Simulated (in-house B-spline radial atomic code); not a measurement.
Cu⁺. Computed with a B-spline radial atomic code. Model: non-relativistic spherical atom: semilocal Troullier-Martins pseudo-atom, one channel per l, against all electrons, high spin, G0W0 and RPA with empty states to l = 8, local potential for every l without a channel, a model core (radius 0 = none) keeps its share of the functional.

What the tables leave out is listed at the end.

The pseudopotential gives back the lowest level of each angular momentum of its own functional in the configuration it was made in; a second state of the same l is only approximately right. Exact exchange, RPA and GW see the smooth pseudo-orbitals and miss the exchange with the core, for which the functional's share stands in. The column with an uncorrelated core keeps all orbitals and exact exchange, and so separates missing core correlation from pseudisation. Only the three outermost levels and the lowest empty one were computed. RPA here is direct RPA, with no exchange kernel, and its energies carry an (l + 1/2)⁻⁴ tail. A hybrid on a potential with a model core restores only its own semilocal share of the core's exchange.

Command:
```bash
python run_psgw.py task.json out
```
Settings (lengths in bohr, energies in hartree):
```
Z                      29
electrons              28
configuration          [Ar] 3d10
generated_in           [Ar] 3d10 4s1
functional             lda,vwn
core_shells            3
radius_factor          0.8
core_correction        True
```

Run time, properties included: 26 s on 1 thread of Arm Neoverse N1, on a shared host.

Given: made with LDA VWN5; model core radius 0.338 bohr; local radius 0.637 bohr; mean-field start LDA VWN5.

Valence shells of the generating configuration: 3s, 3p, 3d, 4s.

Channel: s 0.493, p 0.503, d 1.45 (radii in bohr).

Computed: largest level miss in the spin-unpolarised generating configuration 0.098 eV; valence RPA correlation energy all-electron orbitals -1.4094 hartree; all-electron RPA polarisability, core included 6.7433 bohr³; pseudo-atom RPA polarisability 6.69 bohr³.

```csv
level,occupied,mean-field all-electron (eV),mean-field pseudo minus all (eV),G0W0 all-electron (eV),G0W0 uncorrelated core minus all (eV),G0W0 pseudo minus all (eV),exchange self-energy all-electron (eV),exchange self-energy pseudo (eV)
3d,1,-14.104,-0.073,-20.313,0.084,-0.307,-46.216,-42.843
4s (empty),0,-11.831,-0.171,-7.8276,0.008,-0.127,-3.1602,-2.7702
```

Question: What is the valence RPA correlation energy pseudo?

Answer: -1.3008 hartree.

Given: mean-field start PBE0.

Computed: valence RPA correlation energy pseudo -1.2351 hartree; all-electron RPA polarisability, core included 5.349 bohr³; pseudo-atom RPA polarisability 5.213 bohr³.

| level | occupied | mean-field all-electron (eV) | mean-field pseudo minus all (eV) | G0W0 all-electron (eV) | G0W0 uncorrelated core minus all (eV) | G0W0 pseudo minus all (eV) | exchange self-energy all-electron (eV) | exchange self-energy pseudo (eV) |
| --- | --- | --- | --- | --- | --- | --- | --- | --- |
| 3d | 1 | -15.954 | -0.149 | -20.396 | 0.09 | -0.06 | -46.522 | -43.357 |
| 4s (empty) | 0 | -10.169 | -0.011 | -7.6212 | 0.006 | -0.016 | -2.6749 | -2.2899 |

Question: What is the valence RPA correlation energy all-electron orbitals?

Answer: -1.34 hartree.

Among the listed levels the largest G0W0 shift of the pseudo-atom is -0.31 eV, for 3d on the LDA VWN5 start, while leaving the core uncorrelated moves that level by +0.08 eV. So pseudisation and the lost core exchange, not the missing core correlation, make the error. Not in the tables (levels of low weight, unsolved or above zero; the highest and the empty levels are kept at any weight): on LDA the G0W0 levels 3p (pseudo minus all -2.54 eV, weights 0.20 and 0.01), 3s (pseudo minus all -0.41 eV, weights 0.12 and 0.31); on PBE0 the G0W0 levels 3p (pseudo minus all -7.99 eV, weights 0.01 and 0.18), 3s (pseudo minus all +0.12 eV, weights 0.16 and 0.26); no Hartree-Fock pseudo-atom is run with a model core.
